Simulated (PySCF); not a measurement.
**Ti⁺: ionisation energy**

Ti⁺ [Ar] 3d2 4s1 (4F) → Ti²⁺ [Ar] 3d2 (3F), as a difference of total energies. All numbers are calculated (PySCF 2.14, no relativity, point nucleus, in aug-cc-pVDZ (7s6p4d2f, 59 functions)). Correlated levels: valence: [Ar] frozen. The calculations carry no spin-orbit coupling.

| method | ionisation energy (eV) | difference from reference (eV) |
| --- | --- | --- |
| UHF | 12.866 | -0.709 |
| LDA | 14.079 | +0.504 |
| PBE | 13.897 | +0.322 |
| PBE0 | 13.687 | +0.112 |
| r2SCAN | 13.707 | +0.132 |
| BLYP | 13.863 | +0.288 |
| BHandHLYP | 13.498 | -0.077 |
| wB97X-V | 13.346 | -0.229 |
| TPSSh | 13.524 | -0.051 |
| MP2 (valence) | 13.011 | -0.564 |
| SCS-MP2 (valence) | 12.914 | -0.661 |

Reference: 13.575 eV (measured; NIST Atomic Spectra Database, ionization energies).

These non-relativistic numbers lack the scalar-relativistic shift.

Errors of the correlated levels include the incompleteness of this basis and the frozen core.
